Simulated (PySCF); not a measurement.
# Structure revision by computed shifts

A compound C8H12OSi gives the data below (simulated from a calculation) and was assigned the structure `C=CCc1ccc([SiH2]C)o1`.

13C{1H} NMR (computed): δ 145.2 (C), 139.5 (CH, 2C), 133.4 (CH, 2C), 133.0 (C), 54.2 (CH3), 24.3 (CH3).

1H NMR (400 MHz, computed): δ 7.73 (d, 2H), 7.50 (d, 2H), 5.37 (s, 2H), 4.00 (s, 3H), 2.49 (s, 3H).

How the numbers were obtained: GIAO PBE0/pcSseg-1 shieldings, coordinates at the GFN2-xTB level, in PySCF 2.14.0 with density-fitted response routines (in vacuum, one averaged value for each set of equivalent atoms, non-relativistic Hamiltonian, a single conformation).

Scale: 1H and 13C against TMS (reference shieldings calculated alike).

Problem. Compare with the shifts computed for the proposed structure, pairing carbons in order of shift.

Solution. Structure with atom numbers: `[CH2:1]=[CH:2][CH2:3][c:4]1[cH:5][cH:6][c:7]([SiH2:8][CH3:9])[o:10]1`. Hydrogens are named by the atom that carries them.

```
atom  computed for proposal  given list  difference
  C4                  166.1       145.2       +20.9
  C7                  154.7       139.5       +15.2
  C2                  145.9       139.5        +6.4
  C6                  129.9       133.4        -3.5
  C1                  120.0       133.4       -13.4
  C5                  114.6       133.0       -18.4
  C3                   39.8        54.2       -14.4
  C9                   -8.0        24.3       -32.3
```

The rms difference is 17.6 ppm and the largest -32.3 ppm at C9 (methyl carbon bonded to Si). The proposal also would give 8 carbon signals, not 6. The carbon types in order of shift don't match either: C, C, CH, CH, CH2, CH, CH2, CH3 for the proposal against C, CH, CH, CH, CH, C, CH3, CH3 in the data. The proposal doesn't fit.

Problem. Which isomer fits?

Solution. `C1=CC(C)=CC=C1[SiH2]OC`.

- Carbon types of the structure: 2 × C, 4 × CH, 2 × CH3, leaving 2 H on heteroatoms.
- δC 145.2, 133.0: substituted aromatic carbon.
- δC 139.5, 133.4: aromatic CH; the aromatic region.
- δC 24.3: methyl carbon on an aromatic ring; aliphatic region, no heteroatom directly attached.
- δH 2.49: hydrogen on a methyl carbon on an aromatic ring; benzylic-type position, deshielded by the ring.

Other isomers checked: C=CCCC1=CC(=O)[SiH2]C1 (rms 49.0 ppm); [SiH3]c1cc(C2CCC2)co1 (rms 52.0 ppm).

This is the structure that produced the data.

Shifts are as computed. Against solution values, carbons near 30 ppm lie about +3 ppm off and those near 130 ppm about +5 ppm. Of 1309 compounds with measured shifts, 239 miss one by over three times the rms of a fit or turn the order of signals round; such compounds aren't used in these exercises. Multiplicities follow the n + 1 count of equivalent neighbours, as no J values were calculated; m marks all less simple cases, F and P coupling included.
